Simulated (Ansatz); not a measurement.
A run for Ansatz (a quantum-chemistry and plane-wave program): R-CCSD(T)/cc-pV(T+d)Z on AlFH4Si (SMILES [F][AlH][SiH3]), a point of a torsion scan. Files ending in .json are basis or fitting sets from the Basis Set Exchange.

Ansatz 0.2 input:
```yaml
crystal:
  periodic: [false, false, false]
  atoms:
    - {symbol: F, position_ang: [2.35346309, -1.26826008, -0.06899778]}
    - {symbol: Al, position_ang: [1.36618442, 0.05550995, 0.01675530]}
    - {symbol: Si, position_ang: [-1.04594511, -0.02475097, 0.00452244]}
    - {symbol: H, position_ang: [2.25781686, 1.32306876, 0.09975775]}
    - {symbol: H, position_ang: [-1.65863320, -0.36626234, 1.30662648]}
    - {symbol: H, position_ang: [-1.58582905, -1.03509765, -0.93350498]}
    - {symbol: H, position_ang: [-1.68543623, 1.24615408, -0.38870997]}
basis:
  gaussian:
    orbitals: cc-pV_T+d_Z.json
magnetization: {spin_polarized: false}
correlation: {method: ccsd_t, electrons: outside_noble_gas}
scf: {lower_state_search: off}
```

The head of its log:

```
WARN ansatz: RAYON_NUM_THREADS=1 ignored (pool sized by the plan → 1); use --threads N
Functional definition: HF
these checks for a lower state are left out or cut short: stability, starts, cluster_reference, orbital_swaps, neighbouring_geometries, increment
integrals: 0.45 GiB planned
962 factors; integrals over basis functions are off by at most 1.5e-3 eV
mean field: 0.43 GiB planned
mean field evaluation 1: about -17215.3465 eV, gradient 3.2e1 eV
mean field evaluation 2: about -17215.4378 eV, gradient 3.2e1 eV
mean field evaluation 4: about -17217.8260 eV, gradient 2.5e0 eV
mean field evaluation 8: about -17217.8778 eV, gradient 1.2e-1 eV
mean field -17217.87792390 eV, -632.7453430066 hartree, gradient 6.9e-6 eV, S^2 0.000000; 0 other end points of the search recorded, 0 dependent functions left out
11 core orbitals not correlated
reference -17217.87792390 eV, -632.7453430066 hartree; 9, 9 occupied and 144, 144 virtual orbitals, 962 factors
```

### Question
Give the final energy of this run.

### Answer
-633.2554 hartree (reference determinant -632.7453, T1 diagnostic 0.014).
